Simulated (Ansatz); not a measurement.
Ansatz results at the PBE0-D4/def2-TZVP geometry: size of the dipole moment (PBE/def2-TZVPP) 4.56 D; HOMO energy (B3LYP/def2-TZVPP) -8.79 eV; size of the dipole moment (B3LYP/def2-TZVPP) 4.74 D.

Each molecule was computed in one conformer, which needn't be the lowest.

Question: Which molecule gave them?
A. `[F][InH][Cl]`
B. `C[CH2][In]([F])[F]`
C. `C=[CH][In]([F])[F]`
D. `[CH3][In]([NH2])[NH2]`

Answer: C. The others give `[F][InH][Cl]`: 2.84, -8.81, 3.00; `[CH3][In]([NH2])[NH2]`: 1.50, -6.22, 1.63; `C[CH2][In]([F])[F]`: 4.87, -8.44, 5.06.

B3LYP here is the variant with VWN-RPA as its local correlation; programs differ in this.
